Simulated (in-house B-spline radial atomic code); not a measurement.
Configurations of Tb²⁺, with energies counted from [Xe] 4f9. Method: scalar-relativistic (X2C) wB97X, spin-polarised, spherical fractional occupations, Fermi nucleus of rms radius 5.06 fm. Calculated with an all-electron radial atomic-structure program (B-spline basis). Shells without spins written out take the highest spin.

Caution: exact exchange at fractional occupations of open shells leaves self-interaction of up to several eV.

Occupations are held fixed; configurations that lie above the ionisation limit could autoionise.

```json
{"configuration": "[Xe] 4f8 5d1", "E - E(ref) (eV)": "1.5424", "highest orbital": "5d up", "its <r> (bohr)": "2.379"}
{"configuration": "[Xe] 4f(6 up, 3 down)", "E - E(ref) (eV)": "9.9406", "highest orbital": "4f down", "its <r> (bohr)": "0.9296"}
{"configuration": "[Kr] 4d10 4f9 5s2 5p5 6s1", "E - E(ref) (eV)": "27.606", "highest orbital": "4f down", "its <r> (bohr)": "0.9157"}
{"configuration": "[Xe] 4f(3 up, 5 down) 6d(1 up, 0 down)", "E - E(ref) (eV)": "31.194", "highest orbital": "6d up", "its <r> (bohr)": "6.17"}
{"configuration": "[Kr] 4d10 4f9 5s2 5p5 6f1", "E - E(ref) (eV)": "42.652", "highest orbital": "6f up", "its <r> (bohr)": "11.59"}
{"configuration": "[Kr] 4d(4 up, 5 down) 4f(2 up, 7 down) 5s2 5p6 5d(1 up, 0 down)", "E - E(ref) (eV)": "156.29", "highest orbital": "5d up", "its <r> (bohr)": "2.445"}
{"configuration": "[Kr] 4d(5 up, 4 down) 4f(6 up, 3 down) 5s2 5p6 6d(0 up, 1 down)", "E - E(ref) (eV)": "176.46", "highest orbital": "6d down", "its <r> (bohr)": "6.169"}
```

(1) Order these further configurations by energy, lowest first.
A. [Xe] 4f8 6d1
B. [Kr] 4d9 4f9 5s2 5p6 6d1
C. [Xe] 4f8 6p1
D. [Xe] 4f8 6s1
E. [Kr] 4d9 4f9 5s2 5p6 6p1

(2) How far above the reference does [Kr] 4d9 4f9 5s2 5p6 6f1 lie?

(3) How far above the reference does [Xe] 4f(1 up, 7 down) 5d(1 up, 0 down) lie?

(4) Is the reference the lowest configuration at this level of theory?

## Answers

(1) D (-0.69713 eV), C (5.6233 eV), A (10.527 eV), E (159.89 eV), B (164.8 eV).

(2) 168.72 eV; its least bound orbital is 6f up with <r> = 11.54 bohr.

(3) 2.1266 eV; its least bound orbital is 5d up with <r> = 2.465 bohr.

(4) No: [Xe] 4f8 6s1 lies 0.6971 eV lower with this functional.
